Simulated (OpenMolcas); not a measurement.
Cu3+: moving or changing the point charges

Cu3+ among 6 point charges of -1 e arranged as a trigonal prism (D3h), 2.03 Å from the ion, with a polar angle of 46.2° against the regular 49.1°.
```
   1.4640    0.0000    1.4062  -1.00
  -0.7320    1.2679    1.4062  -1.00
  -0.7320   -1.2679    1.4062  -1.00
   1.4640    0.0000   -1.4062  -1.00
  -0.7320    1.2679   -1.4062  -1.00
  -0.7320   -1.2679   -1.4062  -1.00
```

* Program: OpenMolcas
* Method: CASSCF
* Basis: ANO-RCC-VTZP [6s5p3d2f1g]
* Scalar Hamiltonian: DKH2, point nucleus
* Active space: 8 electrons in 5 orbitals (3d)
* State averaging: 2S+1 = 3 even, 10 roots; 2S+1 = 1 even, 15 roots
* Spin-orbit coupling: state interaction with AMFI integrals over the reference wave functions

Runs around this geometry, states (labels of D3, the rotations of D3h). Energies in cm-1 above the lowest state or level, χT in cm3 K/mol.

```csv
R (Å),q (e),Polar angle / regular,Ground state,First state of that spin,First gap with spin-orbit (degeneracies),χT at 300 K,First state of another spin
2.03,-0.8,0.94,3A2,3E 443.4,"134.8 (1, 2)",3.569,1E 18935
1.91,-1,0.94,3A2,3E 763.4,"187.3 (1, 2)",3.300,1E 19155
2.03,-1,0.94,3A2,3E 571.4,"159.3 (1, 2)",3.453,1E 19019
2.23,-1,0.94,3A2,3E 368.0,"118.9 (1, 2)",3.635,1E 18866
2.03,-1,1.02,3A2,3E 462.3,"136.5 (1, 2)",3.579,1E 19020
```

Taking the first state of the same spin as R^-n, n = -ln(368 / 763.4) / ln(2.23 / 1.91) = 4.7 between the shortest and longest distance.

Scaling the charges by -0.8 / -1 = 0.80 scales the first state of the same spin by 443.4 / 571.4 = 0.78; with fixed orbitals a first-order splitting would follow the charge.

Without dynamic correlation the repulsion within the d shell is too large (B by tens of per cent), so at a given field states of lower spin stand too high. The ground term spreads over less than 5000 cm-1, several times less than with real ligands, so orbital moments are less quenched and χT lies further from the spin-only value than at real sites. Spin-orbit coupling mixes the spin-free states strongly: the lowest level takes only 64 % from its leading state, 3A2 (figures for R = 2.03, q = -0.8, ratio = 0.94; the like holds for R = 1.91, q = -1, ratio = 0.94, R = 2.03, q = -1, ratio = 0.94, R = 2.23, q = -1, ratio = 0.94, R = 2.03, q = -1, ratio = 1.02). This is an electrostatic model: the charges have no orbitals. An unlabelled pair can be two single states that coincide in this model. No measured value stands beside these numbers.
